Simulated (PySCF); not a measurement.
Calculation: r2SCAN-D4/def2-TZVP in PySCF. All species are isolated molecules in the gas phase. Excitations are Tamm–Dancoff values on a coarser integration grid. The basis has no diffuse functions, so Rydberg states are missing or too high.

Reference species (SMILES): `CNC#N` (neutral, multiplicity 1).

```json
{
 "T1 excitation (TDA)": "5.86 eV",
 "HOMO": "-6.43 eV"
}
```

Changed species: `CN=C=N`.

### Question
Predict the effect on the T1 excitation (TDA) and HOMO.

### Answer
the T1 excitation (TDA) drops by 0.28 eV, to 5.58 eV; the HOMO falls by 0.18 eV, to -6.61 eV.
